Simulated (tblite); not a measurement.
Isomers of C8H5FN (doublet state). All values are computed: GFN2-xTB (tblite) harmonic vibrations without scaling, gas phase. The method is semi-empirical: single wavenumbers can be off by several per cent or more. One conformer each. Open shells enter through the occupations alone, without spin polarisation, and single modes of such species can be off by tens of per cent.

Electronic energies: GFN2-xTB at the same geometries; isomer energies are rough at this level and their order can be wrong.

```csv
SMILES,"electronic energy, lowest = 0 (kcal/mol)"
N#CC1=[C][C@@H]2C=C(F)[C@H]1C2,35.5
Cc1c(C#N)[c]ccc1F,2.6
[C]#Cc1ccc(N)c(F)c1,32.1
C#Cc1ccc([NH])c(F)c1,0.0
```

Q: How do GFN2-xTB zero-point energies change the relative energies?

A: 
```json
{"SMILES": "C#Cc1ccc([NH])c(F)c1", "ZPE (kcal/mol)": "63.6", "of it from modes above 1550 cm⁻¹": "28.3", "electronic (kcal/mol)": "0.0", "with ZPE, lowest = 0 (kcal/mol)": "0.0", "lowest mode (cm⁻¹)": "83", "rings": "1"}
{"SMILES": "Cc1c(C#N)[c]ccc1F", "ZPE (kcal/mol)": "64.2", "of it from modes above 1550 cm⁻¹": "27.5", "electronic (kcal/mol)": "2.6", "with ZPE, lowest = 0 (kcal/mol)": "3.3", "lowest mode (cm⁻¹)": "34", "rings": "1"}
{"SMILES": "[C]#Cc1ccc(N)c(F)c1", "ZPE (kcal/mol)": "64.0", "of it from modes above 1550 cm⁻¹": "28.5", "electronic (kcal/mol)": "32.1", "with ZPE, lowest = 0 (kcal/mol)": "32.5", "lowest mode (cm⁻¹)": "94", "rings": "1"}
{"SMILES": "N#CC1=[C][C@@H]2C=C(F)[C@H]1C2", "ZPE (kcal/mol)": "65.7", "of it from modes above 1550 cm⁻¹": "30.0", "electronic (kcal/mol)": "35.5", "with ZPE, lowest = 0 (kcal/mol)": "37.6", "lowest mode (cm⁻¹)": "91", "rings": "2"}
```

The zero-point energies span 2.1 kcal/mol, from `C#Cc1ccc([NH])c(F)c1` to `N#CC1=[C][C@@H]2C=C(F)[C@H]1C2`. The order is unchanged.

Q: What do entropy and thermal enthalpy add at 298.15 K and 1 bar (rigid rotor, harmonic oscillator, one conformer each)?

A: 
| SMILES | point group | symmetry number | S (cal/(mol K)) | H − H(0) (kcal/mol) | ZPE + H − H(0) − TS (kcal/mol) |
| --- | --- | --- | --- | --- | --- |
| C#Cc1ccc([NH])c(F)c1 | Cs | 1 | 93.0 | 6.15 | 42.0 |
| Cc1c(C#N)[c]ccc1F | Cs | 1 | 96.5 | 6.35 | 41.8 |
| [C]#Cc1ccc(N)c(F)c1 | C1 | 1 | 93.2 | 6.26 | 42.4 |
| N#CC1=[C][C@@H]2C=C(F)[C@H]1C2 | C1 | 1 | 88.1 | 5.40 | 44.9 |

S holds R ln(2S + 1) for the spin.
